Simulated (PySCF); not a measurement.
Excitations are Tamm–Dancoff values on a coarser integration grid. The basis has no diffuse functions, so Rydberg states are missing or too high.

Cartesian coordinates (Å):
SMILES: CC(=O)C=S
```xyz
9

C     -0.8299    -0.2839    -0.7862
C     -0.1474    -0.2830     0.5517
O     -0.5722    -0.8880     1.5130
C      1.1273     0.4990     0.7333
S      1.8794     1.3684    -0.3956
H     -0.1571    -0.6666    -1.5553
H     -1.7250    -0.8976    -0.7291
H     -1.0880     0.7346    -1.0809
H      1.5129     0.4171     1.7491
```
Charge 0, spin multiplicity 1.

What is the computed LUMO, S1–T1 gap (TDA), total energy, dipole moment, T1 excitation (TDA), brightest of the four lowest singlets (TDA), HOMO–LUMO gap and HOMO (TPSSh-D3(BJ)/def2-TZVP // B3LYP-D3(BJ)/def2-TZVP in PySCF)?


```yaml
LUMO: -3.99 eV
S1–T1 gap (TDA): 0.56 eV
total_energy: -16060.95 eV
dipole_moment: 1.35 D
T1 excitation (TDA): 1.18 eV
brightest of the four lowest singlets (TDA): 6.04 eV
HOMO–LUMO gap: 2.32 eV
HOMO: -6.31 eV
```
